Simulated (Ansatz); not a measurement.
```yaml
crystal:
  periodic: [false, false, false]
  atoms:
    - {symbol: N, position_ang: [-0.144686, -1.276338, 1.362583]}
    - {symbol: C, position_ang: [0.099090, -0.950337, 0.086579]}
    - {symbol: Xx, position_ang: [1.076047, -1.724598, -0.401596]}
    - {symbol: Si, position_ang: [-0.334231, 0.632045, -0.821463]}
    - {symbol: In, position_ang: [1.797268, 2.283806, -0.356607]}
    - {symbol: H, position_ang: [0.574106, -1.701387, 1.930673]}
    - {symbol: H, position_ang: [-0.873329, -0.776844, 1.841811]}
    - {symbol: H, position_ang: [-0.482646, 0.148408, -2.218531]}
    - {symbol: H, position_ang: [-1.592574, 0.987733, -0.100838]}
    - {symbol: H, position_ang: [-0.036144, 2.326213, -1.319711]}
basis:
  gaussian: {orbitals: def2-mTZVPP}
total_charge: -1
magnetization: {spin_polarized: true, initial_magnetization: 1}
hamiltonian: {xc: {name: wB97}}
accuracy: high
output: {forces: true}
```

```sh
$ ansatz run in.yaml --threads 4 --pin off --events-out ev --progress --plain --max-ram 10444MiB
```

Shortened log:

```
Error: YAML parse error: error: line 6 column 16: `Xx` is not an element symbol (H … Og, case-exact)
 --> <input>:6:16
4 |     - {symbol: N, position_ang: [-0.144686, -1.276338, 1.362583]}
5 |     - {symbol: C, position_ang: [0.099090, -0.950337, 0.086579]}
6 |     - {symbol: Xx, position_ang: [1.076047, -1.724598, -0.401596]}
7 |     - {symbol: Si, position_ang: [-0.334231, 0.632045, -0.821463]}
8 |     - {symbol: In, position_ang: [1.797268, 2.283806, -0.356607]}
```

What is wrong with this run?

An element symbol is wrong. The program refused the input.
